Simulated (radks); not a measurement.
Values are calculated unless marked as measured or tabulated.
Fractional charge and spin in the 4p shell of silver: the spin-up occupation runs from 2 to 3 and the spin-down occupation from 2 to 3; the fullest corner is Ag+, [Ar] 3d10 4s2 4d10 4p(up 3, down 3). Code: a radial shooting solver on a logarithmic mesh with Libxc functionals. Model: scalar-relativistic Kohn-Sham, r2SCAN, spin-polarised, spherical densities, finite nucleus; meta-GGA in the generalised Kohn-Sham scheme; Fermi nuclear charge, rms radius of each element as measured or else 0.836 A^(1/3) + 0.57 fm. Energy (eV) above the fullest corner. The planes named below are the two flat planes that join the four corners, with an edge along up + down = one added electron.

\begin{tabular}{lrrr}
down \ up & 2 & 2.5 & 3 \\ \hline
2 & 168.716 & 120.157 & 75.731 \\
2.5 & 120.157 & 76.113 & 36.009 \\
3 & 75.731 & 36.009 & 0.000 \\
\end{tabular}

Corners above the fullest one (they belong to Ag2+ and the next ion): (up 3, down 2) 75.731 eV, (up 2, down 3) 75.731 eV, (up 2, down 2) 168.72 eV. With half an added electron in each spin the energy lies 0.382 eV from the planes, and with half an added electron in spin up alone -2.066 eV. The planes are only a guide here: the flat-plane condition holds for ground states with one frontier orbital, while this shell lies below other occupied shells, so the corners above the fullest one are inner-hole states and not the ground states of those ions.
